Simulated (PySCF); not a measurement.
Computed properties of B(Me)2(PH2) (C2H8BP), SMILES CB(C)P

B(Me)2(PH2) (C₂H₈BP), SMILES CB(P)C. Geometry optimised at B3LYP-D3(BJ)/def2-SVP. The values are those of a single conformer. All values are computed for the isolated molecule unless a solvent is named; none is compared with measurement here.

**Structure.** All 30 harmonic modes at B3LYP-D3(BJ)/def2-SVP (PySCF) are real, so it is a minimum. With heavy atoms numbered as in [B:1]([CH3:2])([CH3:6])[PH2:10], the shortest bond between them is B1–C6 at 1.574 Å and the longest B1–P10 at 1.912 Å.

**Vibrations.** The strongest infrared lines (harmonic, unscaled, degenerate partners summed) lie at 1078 cm⁻¹ (163 km/mol, H 57 %, B 32 %, C 10 %), 1324 cm⁻¹ (71 km/mol, H 61 %, C 29 %, B 11 %), 2422 cm⁻¹ (57 km/mol, H 96 %). The softest mode is at 72 cm⁻¹ and the zero-point energy is 59.0 kcal/mol.

**Electronic structure.** CAM-B3LYP/def2-TZVP (PySCF) places the frontier levels at -8.35 and 0.26 eV, a gap of 8.61 eV, and gives a dipole moment of 1.18 D and a mean polarisability of 66.1 bohr³. PBE/def2-TZVP (PySCF) at the same geometry gives -5.98 and -1.82 eV, so its gap is 4.45 eV narrower. An orbital gap is neither the optical nor the fundamental gap.

**Excitations.** TDDFT-ωB97X/def2-SVPD (PySCF) has S1 at 5.41 eV (229 nm, f = 0.069, bright); the most intense of the 10 singlets computed lies at 7.72 eV (f = 0.16). T1 (TDA) is at 4.44 eV. TDDFT-PBE/def2-SVPD (PySCF) puts S1 at 4.75 eV. No vertical singlet excitation falls in the visible range (under 3.1 eV).

**NMR.** GIAO shifts at HF/pcSseg-1 (PySCF) (non-relativistic, atoms alike by connectivity averaged): ¹³C at 16.6 ppm against TMS; ¹H from 1.3 to 2.9 ppm against TMS; ¹¹B at 80.0 ppm against BF3.
